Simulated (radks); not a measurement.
Neutral bismuth inside a hard spherical wall (all orbitals vanish at R), configuration held at [Hg] 6p3 and not refilled when levels cross. Calculated with a radial shooting solver on a logarithmic mesh with Libxc functionals: scalar-relativistic Kohn-Sham, PBE, spin-polarised, spherical densities, finite nucleus; open shells are filled with parallel spins first (spin-orbit coupling, left out, can overturn this in heavy ions); Fermi nuclear charge, rms radius 5.5211 fm. Eigenvalues in eV for spin up, with the zero of energy where the potential of the charges vanishes at infinity; a dash marks a level that is unbound or too diffuse for the functional's potential to be trusted. A positive occupied level is held by the wall or, in an anion where self-interaction has pushed it up, behind a barrier. The pressure on the wall is -dE/dV.

R (bohr)  E (hartree)  kinetic (hartree)    e(5p)    e(5d)    e(6s)   e(6p)  e(7s, empty)  e(6d, empty)  pressure (GPa)
free      -21524.3191          24395.212  -95.649  -26.974  -14.953  -5.181             -             -               0
10        -21524.3187          24395.216  -95.615  -26.940  -14.924  -5.154        -0.180         1.555          0.0110
6         -21524.2734          24395.497  -94.314  -25.677  -13.921  -3.999         5.874         5.782            3.59
3.5       -21523.0505          24400.981  -84.311  -16.371   -4.584   9.415        50.828        31.391             374
3         -21521.4548          24407.560  -77.102   -9.681    4.444  22.064        86.473        51.577            1280
2.5       -21517.1063          24424.656  -63.423    3.724   25.859  50.737        158.11        92.518            5350
2         -21503.1251          24475.816  -34.637   35.252   85.536  125.55        321.36        186.85           29100
